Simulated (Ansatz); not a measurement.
Cost and result for the atomization energy of AuClF₃P (`F[P+](F)(F)[Au-][Cl]`) (6 atoms, 5 bonds).

```
atom   x (Å)   y (Å)   z (Å)
  F1   0.835  -1.649  -0.755
  P2  -0.199  -0.543  -0.455
  F3  -1.409  -1.414  -0.057
  F4  -0.607  -0.168  -1.895
 Au5   0.387   1.059   0.887
 Cl6   0.993   2.715   2.274
```

Total charge 0; spin multiplicity 1. Correlated methods include outer-core shells of Au, which these sets cover unevenly. Au takes the def2 core potential. All single points use the PBE0-D4/def2-TZVP geometry. It is one conformer, not always the lowest. Program: Ansatz. All runs use 4 threads of an Arm Neoverse V2 on a shared host. Times are those of one run each, without the atoms' runs, and a repeat can differ threefold. Electronic energies, without spin–orbit coupling; frozen cores. CCSD(T)/CBS adds CCSD(T) − MP2 in def2-TZVPP to the MP2 limit, and its time is that of the two runs behind it. T1 = 0.015. With those shells the extrapolation isn't a true limit.

CCSD(T)/CBS is a level of theory with its own doubt, some kJ/mol a heavy atom from the limit and from the frozen cores, so smaller differences don't rank the functionals.

```json
{"level": "revPBE-D4/def2-TZVPP", "functions": "233", "wall time": "1.9 s", "atomization (kcal/mol)": "476.3", "difference from CCSD(T)/CBS": "-13.3", "per bond": "-2.7"}
{"level": "PBE-D4/def2-TZVPP (with forces)", "functions": "233", "wall time": "2.4 s", "atomization (kcal/mol)": "500.3", "difference from CCSD(T)/CBS": "10.7", "per bond": "2.1"}
{"level": "PBE0-D4/def2-TZVPP", "functions": "233", "wall time": "4.5 s", "atomization (kcal/mol)": "476.3", "difference from CCSD(T)/CBS": "-13.3", "per bond": "-2.7"}
{"level": "BHLYP-D4/def2-TZVPP", "functions": "233", "wall time": "4.7 s", "atomization (kcal/mol)": "442.5", "difference from CCSD(T)/CBS": "-47.1", "per bond": "-9.4"}
{"level": "CAM-B3LYP-D4/def2-TZVPP", "functions": "233", "wall time": "5.5 s", "atomization (kcal/mol)": "480.1", "difference from CCSD(T)/CBS": "-9.5", "per bond": "-1.9"}
{"level": "r2SCAN-D4/def2-TZVPP (with forces)", "functions": "233", "wall time": "6 s", "atomization (kcal/mol)": "490.1", "difference from CCSD(T)/CBS": "0.5", "per bond": "0.1"}
{"level": "B2PLYP/def2-TZVPP", "functions": "233", "wall time": "7 s", "atomization (kcal/mol)": "471.8", "difference from CCSD(T)/CBS": "-17.8", "per bond": "-3.6"}
{"level": "r2SCANh-D4/def2-TZVPP", "functions": "233", "wall time": "7 s", "atomization (kcal/mol)": "480.8", "difference from CCSD(T)/CBS": "-8.8", "per bond": "-1.8"}
{"level": "RPA@PBE/def2-TZVPP", "functions": "233", "wall time": "7.5 s", "atomization (kcal/mol)": "424.1", "difference from CCSD(T)/CBS": "-65.5", "per bond": "-13.1"}
{"level": "CCSD(T)/def2-SVP", "functions": "110", "wall time": "14 s", "atomization (kcal/mol)": "406.6", "difference from CCSD(T)/CBS": "-83.0", "per bond": "-16.6"}
{"level": "MP2/def2-QZVPP", "functions": "399", "wall time": "22 s", "atomization (kcal/mol)": "515.0", "difference from CCSD(T)/CBS": "25.4", "per bond": "5.1"}
{"level": "CCSD(T)/def2-TZVPP", "functions": "233", "wall time": "6.2 min", "atomization (kcal/mol)": "462.9", "difference from CCSD(T)/CBS": "-26.7", "per bond": "-5.3"}
{"level": "CCSD(T)/CBS(def2)", "functions": "–", "wall time": "6.6 min", "atomization (kcal/mol)": "489.6", "difference from CCSD(T)/CBS": "0.0", "per bond": "0.0"}
```

Leaving LDA and LC-ωPBE aside and taking each functional with its dispersion term where it has one, the values spread over 57.8 kcal/mol, from BHLYP-D4 to PBE-D4. LDA lies +99.2 kcal/mol from PBE without D4, its usual overbinding. The D4 term adds +7.2 kcal/mol with B3LYP and +3.7 kcal/mol with PBE0; it sums over pairs of atoms, weighted by their polarisabilities, and B3LYP, whose exchange is more repulsive, gets the larger term. From BLYP to BHLYP (50 % exact exchange), in def2-TZVPP and without D4, the atomization energy moves by −34.1 kcal/mol: exact exchange takes away binding that semilocal exchange gives to molecules.

B3LYP here is the variant with VWN-RPA as its local correlation; programs differ in this.
